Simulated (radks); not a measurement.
Task: These are the eigenvalues of the occupied orbitals of an atom or ion with whole-number occupations (eV). All-electron calculation, Dirac Kohn-Sham, BLYP, spin-unpolarised, spherical densities, finite nucleus; Fermi nuclear charge, rms radius of each element as measured or else 0.836 A^(1/3) + 0.57 fm. Program: a radial shooting solver on a logarithmic mesh with Libxc functionals.

1s1/2: -55501.51
2s1/2: -9339.171
2p1/2: -8893.615
2p3/2: -8036.480
3s1/2: -2142.862
3p1/2: -1947.653
3p3/2: -1768.676
3d3/2: -1433.424
3d5/2: -1394.326
4s1/2: -480.9863
4p1/2: -403.3550
4p3/2: -362.8737
4d3/2: -234.8048
4d5/2: -227.4009
5s1/2: -112.8931
5p1/2: -89.9892
5p3/2: -83.6041
4f5/2: -72.9497
4f7/2: -71.8156

Which element is it, and in what charge state? The configuration may be excited. Open shells, if any, are shared by 2j + 1.

Result: Z = 67, holmium, charge +5: Ho5+ in [Kr] 4d10 4f9 5s2 5p5. The list shows which subshells hold electrons but not how many an open one holds; the 1s level, -2039.6 hartree, gives Z - s = 63.9 by -(Z - s)^2/2, which with screening and relativity narrows Z to a few neighbours, and the depths of the outer levels then fix element, charge and occupations together.
